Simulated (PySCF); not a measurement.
H₅Mo, SMILES [MoH5+] (connectivity only; charge and spin as stated), charge +1, multiplicity 1. Atoms are numbered in the order given.

```xyz
6

Mo     0.0000     0.0000     0.0420
H      0.9814    -0.9814    -0.8666
H     -0.9814     0.9814    -0.8666
H      0.0000     0.0000     1.7038
H     -0.9814    -0.9814    -0.8666
H      0.9814     0.9814    -0.8666
```
Charge +1, spin multiplicity 1.

Coordinates come from a B3LYP-D3(BJ)/def2-TZVPD optimisation. The geometry has at least one imaginary mode, so it is a saddle point at that level. The multiplicity is an assumed one; other spin states were not compared. The def2 effective core potentials stand for the cores of Mo; spin–orbit coupling is left out.

The numbers are results of ωB97X/def2-TZVPD (PySCF), not measurements.

Computed frontier levels, gap, dipole moment and polarisability:
```yaml
highest_occupied_level: -18.75 eV
lowest_empty_level: -8.57 eV
orbital_gap: 10.18 eV
dipole_moment_about_the_centre_of_nuclear_charge: 1.05 D
mean_static_polarisability: 40.9 bohr³ (6.05 Å³)
polarisability_principal_values: 38.6, 38.6, 45.4 bohr³
```
